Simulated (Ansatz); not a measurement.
Molecule: CAu, charge 0, multiplicity 2. SMILES: [C][Au]

Atoms: Au1, C2. Bonds: Au1-C2.

Bond lengths (Å) and angles (degrees) optimised at PBE/6-31G* with LANL2DZ past Ar with Ansatz (a first-principles code); B3LYP/LANL2DZ with Ansatz; B3LYP/6-31G* with LANL2DZ past Ar with Ansatz; MP2/6-31G* with LANL2DZ past Ar with Ansatz, each started from the B3LYP-D3(BJ)/def2-TZVP structure (Ansatz) of the last column. A row stands for all coordinates that are equal there. 6-31G* holds six Cartesian d functions.

| coordinate | PBE/6-31G* with LANL2DZ past Ar | B3LYP/LANL2DZ | B3LYP/6-31G* with LANL2DZ past Ar | MP2/6-31G* with LANL2DZ past Ar | B3LYP-D3(BJ)/def2-TZVP |
|---|---|---|---|---|---|
| Au1-C2 | 1.865 | 1.932 | 1.888 | 1.877 | 1.881 |

Mean signed difference of all 1 bond lengths from B3LYP-D3(BJ)/def2-TZVP: PBE/6-31G* with LANL2DZ past Ar -0.016 Å, B3LYP/LANL2DZ 0.051 Å, B3LYP/6-31G* with LANL2DZ past Ar 0.007 Å, MP2/6-31G* with LANL2DZ past Ar -0.003 Å.
